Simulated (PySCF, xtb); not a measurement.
H12N4Zn, SMILES [NH3]->[Zn+2](<-[NH3])(<-[NH3])<-[NH3], charge +2.

Harmonic wavenumbers (cm⁻¹) from GFN2-xTB (xtb 6.7.1) at its own minimum, in rising order: 23, 73, 74, 75, 91, 91, 115, 115, 115, 298, 330, 330, 330, 518, 518, 518, 567, 568, 604, 604, 604, 1341, 1341, 1341, 1365, 1476, 1476, 1476, 1487, 1487, 1487, 1490, 1490, 3323, 3323, 3324, 3324, 3324, 3326, 3326, 3326, 3354, 3354, 3354, 3363.

Problem. What does ωB97X-D3(BJ)/def2-SVP run with PySCF give at its own minimum? (The exact figures need the calculation; the answer reports its results.)

Solution. 54, 73, 73, 73, 101, 101, 125, 125, 125, 395, 409, 409, 409, 610, 610, 610, 677, 677, 708, 708, 708, 1355, 1355, 1355, 1369, 1639, 1639, 1639, 1646, 1646, 1652, 1652, 1652, 3467, 3467, 3467, 3473, 3556, 3556, 3556, 3556, 3556, 3559, 3559, 3559. Paired by order, the mean absolute difference is 108 cm⁻¹ and the zero-point energies are 91.3 and 98.2 kcal/mol.
